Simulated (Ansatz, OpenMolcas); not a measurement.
**Predicting a hybrid from its neighbours: C2H7Ga**

C2H7Ga has 10 atoms, charge 0, and is taken as a singlet. SMILES: `[CH3][GaH][CH3]`. Geometry: relaxed at PBE0-D4/def2-TZVP.

The HOMO–LUMO gap y, in eV, basis def2-SVP; a is the functional's share of exact exchange. Programs: Ansatz 0.2.0, OpenMolcas 26.06.

| functional | program | a | y (eV) |
| --- | --- | --- | --- |
| revPBE | OpenMolcas | 0 | 4.73 |
| TPSS | OpenMolcas | 0 | 4.89 |
| B3LYP | OpenMolcas | 0.2 | 6.19 |
| PBE0 | Ansatz | 0.25 | ? |
| BHLYP | OpenMolcas | 0.5 | 8.59 |

**Question.** Fit y = c + s·a to the known rows and predict PBE0.

**Answer.** 
1. Means of the 4 rows: a = 0.1750, y = 6.100.
2. Σ(Δa)² = 0.1675, Σ(Δa·Δy) = 1.263, so the slope is 1.263/0.1675 = 7.5403.
3. Intercept: 6.100 − (7.5403) × 0.1750 = 4.780. The largest residual of the fit is 0.11.
4. PBE0: 4.780 + (7.5403) × 0.25 = 6.67 eV.

The run gave 6.73 eV, so the prediction is off by -0.06 eV, within the largest residual. Exact exchange lowers occupied levels and raises empty ones. The rows mix families of semi-local functionals, which the line can't see.
